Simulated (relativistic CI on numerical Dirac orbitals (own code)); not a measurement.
Co5+ in a cubic cluster: 1s photoemission with charge transfer

Computed with a charge-transfer multiplet model of a cubic metal-ligand cluster with up to 2 ligand holes, Slater and spin-orbit integrals from Dirac-Coulomb-Breit ions, Slater integrals scaled by 0.8. The ground state mixes d4 with configurations of k ligand holes L, whose averages lie at kΔ + k(k − 1)U_dd/2; a core hole lowers each added d electron by U_cd. 300 K, Lorentzian 1.1 eV and Gaussian 0.6 eV FWHM.

Atomic integrals in eV (Slater integrals scaled, ζ unscaled), ground: F2dd 11.595, F4dd 7.314, zeta_d 0.089; with the core hole: F2dd 12.822, F4dd 8.112, zeta_d 0.121, G2cd 0.080.

Cluster parameters (eV): Δ = -1.6, U_dd = 6.4, U_cd = 8.1, 10Dq = 1.5, 10Dq(ligand) = 0.9, final-state hopping factor = 1.

```csv
Case,n_d,d4,d5L,d6L2,S
"V(eg) = 2 eV, V(t2g) = -1.08 eV",4.95,0.16,0.73,0.11,2.00
"V(eg) = 2.6 eV, V(t2g) = -1.4 eV",4.95,0.20,0.66,0.14,2.00
"V(eg) = 2.9 eV, V(t2g) = -1.57 eV",4.95,0.21,0.64,0.16,1.99
```

Weights, n_d and S are thermal averages at 300 K. Binding energies count from the first peak over 30 % of the highest in each spectrum, which can be another peak from case to case. The parameters are a model scan and need not match a compound or its usual spin state. Peaks in eV (height, largest 100):
- V(eg) = 2 eV, V(t2g) = -1.08 eV: 0.0 (100), 7.5 (17)
- V(eg) = 2.6 eV, V(t2g) = -1.4 eV: 0.0 (100), 9.7 (12)
- V(eg) = 2.9 eV, V(t2g) = -1.57 eV: 0.0 (100), 10.9 (10)

Curve for V(eg) = 2.9 eV, V(t2g) = -1.57 eV (points under 2 left out, the grid thinned):

```json
{"E (eV)": "-3.2", "Intensity": "3.4"}
{"E (eV)": "-2.9", "Intensity": "4.1"}
{"E (eV)": "-2.5", "Intensity": "5.5"}
{"E (eV)": "-2.2", "Intensity": "7.1"}
{"E (eV)": "-1.8", "Intensity": "10.4"}
{"E (eV)": "-1.5", "Intensity": "14.7"}
{"E (eV)": "-1.2", "Intensity": "21.9"}
{"E (eV)": "-0.8", "Intensity": "41.1"}
{"E (eV)": "-0.5", "Intensity": "66.2"}
{"E (eV)": "-0.1", "Intensity": "97.9"}
{"E (eV)": "0.2", "Intensity": "94.0"}
{"E (eV)": "0.6", "Intensity": "59.0"}
{"E (eV)": "0.9", "Intensity": "36.3"}
{"E (eV)": "1.2", "Intensity": "22.8"}
{"E (eV)": "1.6", "Intensity": "13.5"}
{"E (eV)": "1.9", "Intensity": "9.7"}
{"E (eV)": "2.3", "Intensity": "6.7"}
{"E (eV)": "2.6", "Intensity": "5.3"}
{"E (eV)": "2.9", "Intensity": "4.3"}
{"E (eV)": "3.3", "Intensity": "3.4"}
{"E (eV)": "3.6", "Intensity": "2.9"}
{"E (eV)": "4.0", "Intensity": "2.5"}
{"E (eV)": "4.3", "Intensity": "2.3"}
{"E (eV)": "4.6", "Intensity": "2.2"}
{"E (eV)": "5.0", "Intensity": "2.1"}
{"E (eV)": "9.5", "Intensity": "2.3"}
{"E (eV)": "9.9", "Intensity": "3.8"}
{"E (eV)": "10.2", "Intensity": "5.9"}
{"E (eV)": "10.5", "Intensity": "8.6"}
{"E (eV)": "10.9", "Intensity": "10.5"}
{"E (eV)": "11.2", "Intensity": "8.8"}
{"E (eV)": "11.6", "Intensity": "5.5"}
{"E (eV)": "11.9", "Intensity": "3.8"}
{"E (eV)": "12.2", "Intensity": "3.0"}
{"E (eV)": "12.6", "Intensity": "2.6"}
{"E (eV)": "12.9", "Intensity": "2.4"}
{"E (eV)": "13.3", "Intensity": "2.3"}
{"E (eV)": "13.6", "Intensity": "2.6"}
{"E (eV)": "14.0", "Intensity": "3.2"}
{"E (eV)": "14.3", "Intensity": "3.7"}
{"E (eV)": "14.6", "Intensity": "3.9"}
{"E (eV)": "15.0", "Intensity": "3.8"}
{"E (eV)": "15.3", "Intensity": "3.5"}
{"E (eV)": "15.7", "Intensity": "2.6"}
{"E (eV)": "16.0", "Intensity": "2.0"}
```

For the case V(eg) = 2 eV, V(t2g) = -1.08 eV, Δ = -1.6 eV is smaller than U_dd = 6.4 eV, the charge-transfer side of the Zaanen-Sawatzky-Allen scheme (negative Δ: between configuration averages a ligand hole costs less than the nominal valence; multiplet and field energies can change this for the lowest states). With the core hole the average of the configuration with one ligand hole lies at Δ − U_cd = -9.7 eV before mixing: it lies below the unscreened one, so the lowest final states are mostly screened and the unscreened weight appears at higher binding energy as a satellite.

With at most 2 ligand holes the space is cut while the next configuration still counts, so covalency is underestimated, and a final configuration with one more ligand hole, which can lie low, is missing from the spectra.
